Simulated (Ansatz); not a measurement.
A made-up structure of BSiH$_{4}$OF, singlet:

| atom | x (Å) | y (Å) | z (Å) |
| --- | --- | --- | --- |
| O1 | 0.9650 | 0.7475 | -1.0263 |
| B2 | 0.6982 | -0.0715 | -0.0360 |
| F3 | 1.5355 | -0.8790 | 0.7538 |
| Si4 | -0.9345 | -0.0999 | 0.2733 |
| H5 | 1.7685 | 0.6640 | -1.0655 |
| H6 | -1.0078 | 0.3730 | 1.7453 |
| H7 | -1.7339 | 0.8570 | -0.7105 |
| H8 | -1.2909 | -1.5910 | 0.0659 |

It is relaxed with PBE-D4/def2-SVP and then PBE0-D4/def2-TZVP (Ansatz 0.2.0). Atoms count as bonded within 1.22 times the sum of their covalent radii (H–H: 0.88 Å). The end point is not checked to be a true minimum.

**Question.** Does its bonding change? (Judge from chemistry; the calculation decides.)

**Answer.** By the calculation: No: no bond forms or breaks.

Where it ends: The first stage lowers the energy by 3.53 eV in 9 steps. It ends as BSiH₄OF ([OH][B]([F])[SiH3]):
O1  (1.282, 0.757, -1.095)
B2  (0.832, -0.034, -0.101)
F3  (1.717, -0.761, 0.592)
Si4  (-1.144, -0.141, 0.356)
H5  (2.239, 0.718, -1.210)
H6  (-1.353, 0.271, 1.771)
H7  (-1.958, 0.734, -0.527)
H8  (-1.616, -1.545, 0.214)
(Å)

Labels in which every atom is bracketed show which atoms are joined, not bond orders.

For scale, one of the runs: PBE0-D4/def2-TZVP relaxation, 154 basis functions, launched by `ansatz run in.yaml --threads 2 --pin off --events-out ev --progress --plain --max-ram 4352MiB`. The run took about 22 s on 2 CPU threads of an Arm Neoverse V2 (shared host).
